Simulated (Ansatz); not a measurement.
Cs₃Br₂, 5 atoms. Hardware: 4 threads of AMD EPYC 7B13 on a shared host.

In the def2 sets Cs takes a core potential; there is no spin–orbit coupling. Correlated methods freeze 18 core orbitals; core or outer-core shells of Cs, Br are correlated, in sets that lack core-valence functions.

Question: How many basis functions does each of these Ansatz runs have, and roughly what does it cost? PBE-D4/def2-TZVP, charge 0 doublet, energy and forces, from earlier orbitals; r2SCAN-D4/def2-TZVP, charge 0 doublet, energy, from earlier orbitals; revPBE-D4/def2-TZVP, charge 0 doublet, energy, from earlier orbitals; CCSD(T)/def2-SVP, charge 0 doublet, energy, from earlier orbitals; PBE-D4/def2-SVP, charge 0 doublet, energy with a search over starts; ωB97M-V/def2-TZVP, charge 0 doublet, energy, from earlier orbitals; PBE-D4/def2-SVP, charge 0 doublet, energy, from earlier orbitals; MP2/def2-TZVP, charge 0 doublet, energy, from earlier orbitals; PBE0-D4/def2-TZVP, charge 0 doublet, energy, from earlier orbitals; PBE0-D4/def2-SVP, charge 0 doublet, relaxation, 8 steps; PBE0-D4/def2-SVP, charge 0 doublet, energy, from earlier orbitals; B3LYP-D4/def2-TZVP, charge 0 doublet, energy, from earlier orbitals.

Answer: Other jobs shared the machine, so times can vary by a factor of up to 3. A dash marks memory too small to be measured apart from the calling script's.

```csv
run,functions,fitting or Cholesky vectors,wall time,peak host memory (GiB)
"PBE-D4/def2-SVP, charge 0 doublet, energy, from earlier orbitals",136,1452,3.8 s,–
"MP2/def2-TZVP, charge 0 doublet, energy, from earlier orbitals",183,1472,4.3 s,0.64
"revPBE-D4/def2-TZVP, charge 0 doublet, energy, from earlier orbitals",183,1706,5.5 s,–
"PBE-D4/def2-TZVP, charge 0 doublet, energy and forces, from earlier orbitals",183,1706,6 s,–
"B3LYP-D4/def2-TZVP, charge 0 doublet, energy, from earlier orbitals",183,1472,7 s,0.82
"PBE0-D4/def2-SVP, charge 0 doublet, energy, from earlier orbitals",136,1284,7 s,0.59
"PBE-D4/def2-SVP, charge 0 doublet, energy with a search over starts",136,1452,7.5 s,–
"PBE0-D4/def2-TZVP, charge 0 doublet, energy, from earlier orbitals",183,1472,9 s,0.81
"r2SCAN-D4/def2-TZVP, charge 0 doublet, energy, from earlier orbitals",183,1706,12 s,0.63
"ωB97M-V/def2-TZVP, charge 0 doublet, energy, from earlier orbitals",183,1472,29 s,1.7
"PBE0-D4/def2-SVP, charge 0 doublet, relaxation, 8 steps",136,1392,34 s,–
"CCSD(T)/def2-SVP, charge 0 doublet, energy, from earlier orbitals",136,1284,2.1 min,3
```
